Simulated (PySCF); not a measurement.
A side-by-side comparison of computed properties.

First species: C₆H₉N₃.
Z-matrix (Å and degrees, PBE0-D3(BJ)/def2-SVP geometry), rows numbered from 1:
```
C 
C   1  1.5190
C   2  1.5313  1  112.67
C   3  1.4931  2  111.11  1   179.94
N   4  1.3372  3  118.08  2   -88.83
C   5  1.3268  4  115.29  3   177.93
N   6  1.3295  5  125.77  4    -0.06
C   7  1.3296  6  114.04  5    -0.27
N   8  1.3267  7  125.76  6     0.24
H   1  1.1003  2  111.31  3  -179.98
H   1  1.1016  2  111.28  3   -59.92
H   1  1.1016  2  111.30  3    59.93
H   2  1.1030  1  110.16  3  -121.48
H   2  1.1030  1  110.16  3   121.48
H   3  1.1002  2  109.74  1   -59.98
H   3  1.1002  2  109.73  1    59.90
H   6  1.0973  5  117.11  4   179.82
H   8  1.0974  7  117.14  6  -179.88
```

Second species: CH3BF2.
Cartesian coordinates in Å at the PBE0-D3(BJ)/def2-SVP level; atoms count from 1:
```xyz
7
CH3BF2 angstrom
C     -0.4150    0.0359    0.5758
B      0.5194   -0.0075   -0.6700
F      0.9064    1.0793   -1.3166
F      0.9678   -1.1562   -1.1500
H     -0.6398    1.0569    0.9097
H      0.0343   -0.5285    1.4082
H     -1.3634   -0.4739    0.3379
```

Levels: CAM-B3LYP/def2-SVPD for dipole moment, HOMO energy, LUMO energy, HOMO–LUMO gap, static isotropic polarisability and electronic spatial extent ⟨r²⟩ about the centre of nuclear charge; TDDFT CAM-B3LYP/def2-SVPD for lowest singlet excitation; PBE0-D3(BJ)/def2-SVP for rotational constant A and rotational constant C. Geometries: PBE0-D3(BJ)/def2-SVP. Each species is one conformer at its optimised geometry, gas phase, non-relativistic unless stated. Electronic properties by PySCF.

Dipoles, sizes and rotational constants follow the conformer. The torsions of the flexible species, by atom-mapped SMILES:
- `[CH3:1][CH2:2][CH2:3][c:4]1[n:5][cH:6][n:7][cH:8][n:9]1`: C1–C2–C3–C4 180°, C2–C3–C4–N5 -89°

Values for the first species:

```
Dipole moment                                                     : 0.94 D
HOMO energy                                                       : -9.32 eV
LUMO energy                                                       : -0.36 eV
HOMO–LUMO gap                                                     : 8.96 eV
Lowest singlet excitation                                         : 4.79 eV
Static isotropic polarisability                                   : 88.5 au
Electronic spatial extent ⟨r²⟩ about the centre of nuclear charge : 1431 bohr²
Rotational constant A                                             : 4.795 GHz
Rotational constant C                                             : 0.823 GHz
```

Estimate the same properties for the second species, and the change in each.

```tsv
property	first	second	second less first
dipole moment	0.94 D	1.73 D	+0.79 D
HOMO energy	-9.32 eV	-11.87 eV	-2.55 eV
LUMO energy	-0.36 eV	0.83 eV	+1.19 eV
HOMO–LUMO gap	8.96 eV	12.70 eV	+3.74 eV
lowest singlet excitation	4.79 eV	8.82 eV	+4.03 eV
static isotropic polarisability	88.5 au	27.6 au	-60.9 au
electronic spatial extent ⟨r²⟩ about the centre of nuclear charge	1431 bohr²	268 bohr²	-1163 bohr²
rotational constant A	4.795 GHz	9.924 GHz	+5.129 GHz
rotational constant C	0.823 GHz	4.650 GHz	+3.827 GHz
```

On the first: In wavenumbers S1 is 38600 cm⁻¹ (1 eV = 8065.54 cm⁻¹). No computed singlet falls in the visible range (750 to 380 nm, 1.65 to 3.26 eV); S1 lies 1.53 eV above its blue end.

On the second: No computed singlet falls in the visible range (750 to 380 nm, 1.65 to 3.26 eV); S1 lies 5.56 eV above its blue end. In wavenumbers S1 is 71200 cm⁻¹ (1 eV = 8065.54 cm⁻¹).
